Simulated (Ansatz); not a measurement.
Total energies of the cluster Ag4 from Ansatz at PBE0-D4/def2-TZVP, gas phase (1 Eh = 27.2114 eV = 2625.5 kJ/mol). The reference geometry is relaxed at PBE-D4/def2-SVP.

```tsv
atom	x (Å)	y (Å)	z (Å)
Ag1	2.297	-0.582	-0.467
Ag2	-0.028	-0.887	0.966
Ag3	-2.298	0.581	0.466
Ag4	0.028	0.887	-0.966
```

| state | geometry | energy (Eh) |
| --- | --- | --- |
| charge 0 singlet | reference | -588.02301 |
| charge 1 doublet | reference | -587.78901 |
| charge 0 triplet | relaxed at PBE-D4/def2-SVP | -587.99876 |
| charge 0 quintet | relaxed at PBE-D4/def2-SVP | -587.89630 |
| free Ag atom (doublet) | – | -146.96650 |

In the def2 sets Ag takes a core potential; there is no spin–orbit coupling.

(1) Work out the vertical ionisation energy to the doublet.

(2) Which of the charge 0 states is lowest, and how far above it are the others?

(3) What is the binding energy per atom against free atoms?

(1) E(charge 1 doublet) − E(charge 0 singlet) = -587.78901 − (-588.02301) = 0.23400 Eh = 6.37 eV. For comparison, −ε of the highest occupied level is 4.81 eV at this level, 1.56 eV less.

(2) The singlet. triplet: -587.99876 − (-588.02301) = 0.02425 Eh = 63.7 kJ/mol; quintet: -587.89630 − (-588.02301) = 0.12671 Eh = 332.7 kJ/mol. The quintet differs in its bonds from the reference.

(3) Atoms: 4 × (-146.96650) = -587.86600 Eh. Binding: -587.86600 − (-588.02301) = 0.15701 Eh = 4.27 eV, or 1.07 eV for each of 4 atoms (no zero-point energy, no counterpoise term).

The structure comes from a short search, and lower isomers may exist.
